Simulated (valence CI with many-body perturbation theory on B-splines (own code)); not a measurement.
## E1 transitions of Cd XV

Computed by relativistic CI+MBPT: six valence electrons over a frozen Dirac-Fock core [Ar] 3d10, a basis of 9 s, 9 p, 8 d, 6 f, 3 g, 1 h functions for each j, with the one-electron correlation potential Σ1 (screened to all orders), the two-electron term Σ2, the three-electron term Σ3, Breit, model QED; selected single and double excitations, second order for the rest, scaled by the run's own slope (own B-spline code, finite nucleus).

No measured spectrum was set against this ion. As an estimate, levels hold to about 250 cm⁻¹ or 0.2 % of their energy and the worst to 1 %, as in measured heavy ions of charge 2 to 7; those with d or f electrons hold less well. Among the levels kept, up to 1200 cm⁻¹ of a level comes from second order outside the variational space, and about a tenth of that is noise between levels of different J, which matters for small intervals.

Lines 51 to 85 of 85 in falling wavelength, among levels below 681880 cm⁻¹, chosen from the strongest by gf and those to the six lowest levels. Wavelengths and rates use the calculated energies, so an error of 1000 cm⁻¹ moves a line at 181.6 Å by 0.18 % and its rate by three times that or more. Electric multipoles are in the length gauge, E1 and E2 with the static RPA response of the core. Weak lines are less certain than strong ones. Lines between different terms over intervals too small for the method are left out, as are lines whose strength nearly cancels. The highest levels of a list are the least certain.

Names give the largest LS component (configuration and term), which can be under half, so a name can repeat, a term be missing and a line seem to break the LS rules; names also repeat where a configuration has a term twice. Letters in brackets count levels of one name in rising energy.

| λ vac (Å) | Upper | Lower | A (s⁻¹) | S (a.u.) |
| --- | --- | --- | --- | --- |
| 181.6 | 4s2.4p3.4d 3P°_1 [a] | 4s2.4p4 3P_1 | 5.84e+09 | 5.18e-02 |
| 181.3 | 4s2.4p3.4d 3F°_2 [b] | 4s2.4p4 1D_2 | 2.03e+09 | 2.99e-02 |
| 181.3 | 4s2.4p3.4d 3F°_2 [a] | 4s2.4p4 3P_2 | 1.83e+09 | 2.69e-02 |
| 181.1 | 4s2.4p3.4d 3F°_3 [b] | 4s2.4p4 1D_2 | 5.34e+09 | 1.10e-01 |
| 180.8 | 4s2.4p3.4d 3D°_1 [b] | 4s2.4p4 3P_0 | 1.55e+10 | 1.35e-01 |
| 180.6 | 4s2.4p3.4d 3P°_0 | 4s2.4p4 3P_1 | 1.15e+10 | 3.33e-02 |
| 178.9 | 4s2.4p3.4d 3F°_3 [a] | 4s2.4p4 3P_2 | 2.20e+09 | 4.35e-02 |
| 178.4 | 4s2.4p3.4d 3D°_3 [a] | 4s2.4p4 1D_2 | 6.35e+09 | 1.25e-01 |
| 177.6 | 4s2.4p3.4d 3D°_2 | 4s2.4p4 3P_1 | 1.89e+09 | 2.61e-02 |
| 177.4 | 4s2.4p3.4d 3G°_3 | 4s2.4p4 3P_2 | 4.05e+09 | 7.80e-02 |
| 176.0 | 4s2.4p3.4d 3P°_2 [a] | 4s2.4p4 1D_2 | 2.10e+10 | 2.83e-01 |
| 175.2 | 4s2.4p3.4d 3P°_1 [b] | 4s2.4p4 1D_2 | 1.76e+10 | 1.40e-01 |
| 175.2 | 4s2.4p3.4d 3F°_2 [b] | 4s2.4p4 3P_1 | 1.89e+10 | 2.51e-01 |
| 173.0 | 4s2.4p3.4d 3P°_1 [a] | 4s2.4p4 3P_0 | 1.16e+08 | 8.93e-04 |
| 172.0 | 4s2.4p3.4d 3D°_1 [b] | 4s2.4p4 3P_2 | 1.53e+09 | 1.15e-02 |
| 171.9 | 4s2.4p3.4d 3S°_1 | 4s2.4p4 1D_2 | 1.07e+11 | 8.03e-01 |
| 170.2 | 4s2.4p3.4d 3P°_2 [a] | 4s2.4p4 3P_1 | 6.36e+09 | 7.74e-02 |
| 169.8 | 4s2.4p3.4d 3D°_3 [b] | 4s2.4p4 1D_2 | 5.28e+08 | 8.93e-03 |
| 169.5 | 4s2.4p3.4d 3P°_1 [b] | 4s2.4p4 3P_1 | 1.86e+10 | 1.34e-01 |
| 169.4 | 4s2.4p3.4d 3P°_2 [b] | 4s2.4p4 1D_2 | 2.85e+06 | 3.42e-05 |
| 167.2 | 4s2.4p3.4d 1D°_2 | 4s2.4p4 3P_2 | 6.70e+09 | 7.73e-02 |
| 166.4 | 4s2.4p3.4d 3S°_1 | 4s2.4p4 3P_1 | 1.97e+10 | 1.35e-01 |
| 164.9 | 4s2.4p3.4d 3P°_1 [a] | 4s2.4p4 3P_2 | 2.98e+10 | 1.98e-01 |
| 164.0 | 4s2.4p3.4d 3P°_2 [b] | 4s2.4p4 3P_1 | 7.92e+04 | 8.62e-07 |
| 162.0 | 4s2.4p3.4d 3P°_1 [b] | 4s2.4p4 3P_0 | 2.68e+10 | 1.69e-01 |
| 161.6 | 4s2.4p3.4d 3D°_2 | 4s2.4p4 3P_2 | 1.70e+09 | 1.78e-02 |
| 159.6 | 4s2.4p3.4d 3F°_2 [b] | 4s2.4p4 3P_2 | 3.20e+10 | 3.21e-01 |
| 159.5 | 4s2.4p3.4d 3F°_3 [b] | 4s2.4p4 3P_2 | 5.99e+09 | 8.40e-02 |
| 159.2 | 4s2.4p3.4d 3S°_1 | 4s2.4p4 3P_0 | 1.90e+10 | 1.14e-01 |
| 157.4 | 4s2.4p3.4d 3D°_3 [a] | 4s2.4p4 3P_2 | 1.85e+10 | 2.49e-01 |
| 155.5 | 4s2.4p3.4d 3P°_2 [a] | 4s2.4p4 3P_2 | 1.81e+11 | 1.68e+00 |
| 154.9 | 4s2.4p3.4d 3P°_1 [b] | 4s2.4p4 3P_2 | 1.63e+11 | 8.97e-01 |
| 152.3 | 4s2.4p3.4d 3S°_1 | 4s2.4p4 3P_2 | 5.90e+10 | 3.08e-01 |
| 150.6 | 4s2.4p3.4d 3D°_3 [b] | 4s2.4p4 3P_2 | 3.11e+11 | 3.68e+00 |
| 150.3 | 4s2.4p3.4d 3P°_2 [b] | 4s2.4p4 3P_2 | 4.09e+10 | 3.43e-01 |
